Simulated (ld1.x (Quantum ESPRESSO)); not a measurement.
Reading a pseudo-wave (Fe)

Columns: radius, all-electron u(r) and pseudo u(r) of the 4p shell (level -10.74 eV) of iron in the configuration [Ar] 3d6 4s0.5 4p0; PBE, scalar-relativistic, PAW scheme, ld1.x (Quantum ESPRESSO) 7.5.

```
r (bohr)  all-electron  pseudo
   0.152        0.1511  0.0068
   0.305       -0.0213  0.0270
   0.458       -0.2011  0.0595
   0.610       -0.2605  0.1023
   0.762       -0.2221  0.1532
   0.915       -0.1292  0.2101
   1.068       -0.0147  0.2699
   1.220        0.1014  0.3295
   1.372        0.2100  0.3868
   1.525        0.3068  0.4400
   1.678        0.3895  0.4872
   1.830        0.4571  0.5269
   1.982        0.5109  0.5589
   2.135        0.5521  0.5833
   2.288        0.5814  0.6003
   2.440        0.6002  0.6104
   2.592        0.6099  0.6145
   2.745        0.6118  0.6133
   2.898        0.6071  0.6073
   3.050        0.5969  0.5969
   3.202        0.5824  0.5824
   3.355        0.5641  0.5641
   3.508        0.5432  0.5432
   3.660        0.5203  0.5203
   3.812        0.4960  0.4960
   3.965        0.4705  0.4705
```

**Question.** How many radial nodes do the two functions have?

**Answer.** The all-electron 4p function has n − l − 1 = 2; the pseudo-wave has 0, since the states of the same l below it are removed with the core.

**Question.** At about which radius was the pseudo-wave matched?

**Answer.** 3.05 bohr, where the columns begin to agree (steps of 0.15 bohr).

**Question.** Is the pseudo-wave norm-conserving?

**Answer.** No, it belongs to a PAW set: the norm inside the radius is not constrained, and the difference is carried by the augmentation charge.
